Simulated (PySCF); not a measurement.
SMILES C[SiH](C)N[SiH](C)C (GFN2-xTB optimised geometry):

```
22

Si     0.558    -0.150     0.000
C      2.457    -0.150     0.000
C     -0.124     1.621     0.000
N      0.042    -0.964     1.445
Si    -1.518    -0.995     2.208
C     -1.509    -2.429     3.454
C     -2.859    -1.247     0.889
H      0.060    -0.870    -1.189
H      2.859     0.364     0.868
H      2.843     0.348    -0.883
H      2.853    -1.161     0.002
H      0.270     2.199     0.831
H     -1.205     1.615     0.093
H      0.127     2.146    -0.917
H      0.756    -1.497     1.912
H     -1.757     0.278     2.917
H     -0.731    -2.300     4.201
H     -1.342    -3.384     2.965
H     -2.457    -2.490     3.979
H     -2.809    -0.468     0.136
H     -3.854    -1.225     1.323
H     -2.741    -2.199     0.380
```

Level of theory: B3LYP/def2-SVP in PySCF.

Problem. What are the frontier orbital energies and the dipole moment?

Solution. HOMO-2 -8.25 eV, HOMO-1 -8.23 eV, HOMO -6.53 eV, LUMO 1.23 eV, LUMO+1 1.62 eV; dipole moment 0.79 D.

Meta-Löwdin charges at B3LYP/def2-SVP: Si1 0.89, C2 -0.54, C3 -0.55, N4 -0.79, Si5 0.89, C6 -0.54, C7 -0.55, H8 -0.16, H9 0.11, H10 0.11, H11 0.11, H12 0.11, H13 0.11, H14 0.11, H15 0.22, H16 -0.16, H17 0.11, H18 0.11, H19 0.11, H20 0.11, H21 0.11, H22 0.11.
